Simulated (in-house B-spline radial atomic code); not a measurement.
A fraction x of an electron is removed from 4p in Zr4+, starting from [Ar] 3d10 4s2 4p6 and keeping the highest spin. Method: scalar-relativistic (X2C) revTPSS, spin-polarised, spherical fractional occupations, Fermi nucleus of rms radius 4.2694 fm. Calculated with a radial B-spline atomic code at the basis-set limit.

```json
{"x": "0", "E(x) - E(0) (eV)": "0.0000", "4p down level (eV)": "-73.072"}
{"x": "0.02", "E(x) - E(0) (eV)": "1.4645", "4p down level (eV)": "-73.381"}
{"x": "0.15", "E(x) - E(0) (eV)": "11.1348", "4p down level (eV)": "-75.394"}
{"x": "0.32", "E(x) - E(0) (eV)": "24.1765", "4p down level (eV)": "-78.039"}
{"x": "0.48", "E(x) - E(0) (eV)": "36.8627", "4p down level (eV)": "-80.541"}
{"x": "0.5", "E(x) - E(0) (eV)": "38.4766", "4p down level (eV)": "-80.854"}
{"x": "0.53", "E(x) - E(0) (eV)": "40.9093", "4p down level (eV)": "-81.325"}
{"x": "0.68", "E(x) - E(0) (eV)": "53.2847", "4p down level (eV)": "-83.682"}
{"x": "0.85", "E(x) - E(0) (eV)": "67.7386", "4p down level (eV)": "-86.365"}
{"x": "0.95", "E(x) - E(0) (eV)": "76.4542", "4p down level (eV)": "-87.948"}
{"x": "1", "E(x) - E(0) (eV)": "80.8714", "4p down level (eV)": "-88.740"}
```

The exact functional would give a straight line between the two integer points. Deviations E(x) - E(0) - x[E(1) - E(0)], in eV: -0.153 at x = 0.02, -0.996 at x = 0.15, -1.702 at x = 0.32, -1.956 at x = 0.48, -1.959 at x = 0.5, -1.953 at x = 0.53, -1.708 at x = 0.68, -1.002 at x = 0.85, -0.374 at x = 0.95.

The curve lies below the straight line by up to 1.959 eV (at x = 0.5): convex, the delocalisation error that favours fractional charges.

(1) How well does Slater's transition state (minus the level at half occupation) give the ionisation energy?

## Answers

(1) It gives 80.854 eV against 80.871 eV from the two total energies; NIST lists 80.35 eV, ground level to ground level.
